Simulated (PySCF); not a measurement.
A GIAO shielding run with PySCF 2.14 (density fitting, non-relativistic, gas phase) on SMILES CCC(C#N)(CC)O[SiH3], C$_{6}$H$_{13}$NOSi:

```
{"job": {"kind": "nmr", "xc": "PBE0", "basis": "pcSseg-1"}, "charge": 0, "multiplicity": 1}
C     -0.698563     2.357118    -0.616316
C     -1.092278     1.002552    -0.041171
C      0.020221    -0.064795    -0.094477
C      0.350843    -0.307346    -1.492324
N      0.593018    -0.506106    -2.591633
C      1.297078     0.377099     0.649092
C      2.367204    -0.708433     0.629232
O     -0.427517    -1.257596     0.496667
Si    -1.712927    -2.207685     0.231528
H      0.044400     2.851010     0.004764
H     -0.297554     2.246014    -1.621917
H     -1.575637     2.998358    -0.666161
H     -1.395802     1.105311     1.003134
H     -1.945475     0.607191    -0.598604
H      1.684337     1.283848     0.182885
H      1.016944     0.601546     1.680406
H      3.237774    -0.384146     1.194163
H      1.981943    -1.621971     1.074828
H      2.675440    -0.923499    -0.392151
H     -2.958263    -1.543000     0.632601
H     -1.349583    -3.295203     1.124561
H     -1.826014    -2.590880    -1.175320
```

Hardware: 1 thread of an Arm Neoverse V1, shared host. The job also computes population analyses, field gradients.

Question: How large is the calculation?

Answer: 78 electrons, 225 basis functions and 1182 auxiliary functions.

Question: How long does it take?

Answer: 52 s of wall time, with 14 SCF cycles and 5 response iterations. Times on a shared host scatter by some tens of per cent.
